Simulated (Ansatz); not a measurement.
C₃H₈AlF₂N (SMILES CC[N](C)[Al]([F])[F]), singlet, geometry from GFN2-xTB (such geometries of metal compounds can be far from the true shape); CASSCF(6,5)/STO-3G in Ansatz (a quantum-chemistry and plane-wave program).

Here is a job for Ansatz.
Ansatz 0.2 input:
```yaml
crystal:
  periodic: [false, false, false]
  atoms:
    - {symbol: Al, position_ang: [0.83677275, -0.46223145, 0.59313614]}
    - {symbol: F, position_ang: [2.10443037, 0.58130483, 0.69037617]}
    - {symbol: F, position_ang: [1.06017396, -2.02059724, 1.06996043]}
    - {symbol: N, position_ang: [-0.75141525, 0.09425789, 0.01224538]}
    - {symbol: C, position_ang: [-1.89765890, -0.79035286, -0.10427254]}
    - {symbol: C, position_ang: [-0.94069804, 1.43907570, -0.50232139]}
    - {symbol: C, position_ang: [-0.94476108, 1.50438469, -2.02844178]}
    - {symbol: H, position_ang: [-2.18400412, -0.95137470, -1.14722897]}
    - {symbol: H, position_ang: [-2.75700224, -0.37552851, 0.43294782]}
    - {symbol: H, position_ang: [-1.64333813, -1.75426776, 0.33457161]}
    - {symbol: H, position_ang: [-1.88075517, 1.84714904, -0.11035295]}
    - {symbol: H, position_ang: [-0.11661969, 2.05271143, -0.12701465]}
    - {symbol: H, position_ang: [-1.79490693, 0.96914411, -2.44313295]}
    - {symbol: H, position_ang: [-0.99512775, 2.53917479, -2.35647613]}
    - {symbol: H, position_ang: [-0.02911554, 1.05718175, -2.41261626]}
basis:
  gaussian:
    orbitals: STO-3G
hamiltonian:
  xc: hf
magnetization: {spin_polarized: false}
correlation: {active_space: {window: {electrons: 6, orbitals: 5}}}
```

What the program printed (banner, timings and long lists left out):

```
Functional definition: HF
637 factors; integrals over basis functions are off by at most 6.2e-5 eV
mean field evaluation 1: about -16481.8328 eV, gradient 3.0e1 eV
mean field evaluation 2: about -16482.1326 eV, gradient 3.0e1 eV
mean field evaluation 4: about -16485.7454 eV, gradient 1.6e0 eV
mean field evaluation 8: about -16485.7579 eV, gradient 3.8e-2 eV
mean field -16485.75790633 eV, -605.8404286097 hartree, gradient 2.8e-6 eV, S^2 0.000000; 0 other end points of the search recorded, 0 dependent functions left out
reference -16485.75790633 eV, -605.8404286097 hartree; 32, 32 occupied and 15, 15 virtual orbitals, 637 factors
state -16486.71768675 eV, -605.8756998894 hartree
1 active orbitals were swapped for others, from the solution at -16486.56199943 eV, -605.8699784859 hartree to that at -16486.71768675 eV, -605.8756998894 hartree; typed "places" are swapped only where nearly empty or full, and so, without "given_window_search", are "orbital_numbers", "shells" and a window whose orbitals a file names under [Active]
the orbitals are reached from a further start. From the first start the search ends at -16486.46597411 eV, -605.8664496205 hartree
Total energy: -16486.71768675 eV, -605.8756998894 hartree
```
